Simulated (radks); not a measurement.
Task: Spherical quantum dot in the effective-mass picture: electrons in a hard-walled sphere of radius 7.51, with a point charge +2 (a donor) at the centre, all in effective atomic units (hartree* = m*/eps^2 hartree, bohr* = eps/m* bohr), one dielectric constant everywhere. Calculated with a radial shooting solver with Libxc functionals: non-relativistic Kohn-Sham, LDA (Slater exchange, Perdew-Wang correlation), spin-polarised, spherical densities. Levels are named by radial order and angular momentum (1s, 1p, 1d, 2s, ...), and open shells are averaged over m. At N = 15 the configuration is 1s2 1p6 1d(up 5, down 0) 2s2. Does electron 16 go into 1f down or 1f up or 1d down?

Result: Into 1d down. The total energies of the other choices lie higher by 0.0709 hartree* (1f up), 0.106 hartree* (1f down).
